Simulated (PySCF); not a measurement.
CH₇FGeSi₂.
Atom-mapped SMILES: `[F:1][Si@@H:2]1[SiH2:3][CH2:4][GeH2:5]1` (hydrogens: H6 on Si2; H7, H8 on Si3; H9, H10 on C4; H11, H12 on Ge5)

Method: PySCF, PBE0-D3(BJ)/def2-SVP geometry optimisation, gas phase.

**Question.** Give the optimised bond lengths and angles.

**Answer.** 
```csv
bond,length (Å),order
F1–Si2,1.632,single
Si2–Si3,2.354,single
Si3–C4,1.905,single
C4–Ge5,1.995,single
Si2–Ge5,2.396,single
Si2–H6,1.496,single
Si3–H7,1.496,single
Si3–H8,1.496,single
C4–H9,1.100,single
C4–H10,1.103,single
Ge5–H11,1.540,single
Ge5–H12,1.540,single
```

Orders are formal, as drawn. A selection of angles:
```csv
angle,degrees
F1–Si2–Si3,120.9
F1–Si2–Ge5,121.0
F1–Si2–H6,107.2
Si3–Si2–Ge5,77.6
Si3–Si2–H6,114.9
Ge5–Si2–H6,113.1
Si2–Si3–C4,88.2
Si2–Si3–H7,121.7
Si2–Si3–H8,109.8
C4–Si3–H7,116.1
C4–Si3–H8,110.3
H7–Si3–H8,109.2
Si3–C4–Ge5,99.5
Si3–C4–H9,115.6
Si3–C4–H10,110.1
Ge5–C4–H9,114.6
Ge5–C4–H10,108.5
H9–C4–H10,108.1
C4–Ge5–H11,109.9
C4–Ge5–H12,114.4
Si2–Ge5–C4,85.0
Si2–Ge5–H11,113.0
Si2–Ge5–H12,122.1
H11–Ge5–H12,109.9
```

Torsions: F1–Si2–Si3–C4 -140° (anticlinal); Si2–Si3–C4–Ge5 26° (synperiplanar); Si3–C4–Ge5–Si2 -25° (synperiplanar); F1–Si2–Ge5–C4 139° (anticlinal).

Ge5 (germanium bonded to C, Si and 2 H) has angles from 85.0° to 122.1°. Si2 (fluorine-bound silicon) has angles from 77.6° to 121.0°. Si3 (SiH2 silicon) has angles from 88.2° to 121.7°. The 4-membered ring Si2–Si3–C4–Ge5 has internal angles of 77.6° to 99.5°; it is puckered, 0.21 Å rms from its mean plane, widest ring torsion 26°.

Point group: C1 (no symmetry element, even within 0.4 Å). No frequency check. One conformer, not necessarily the lowest.
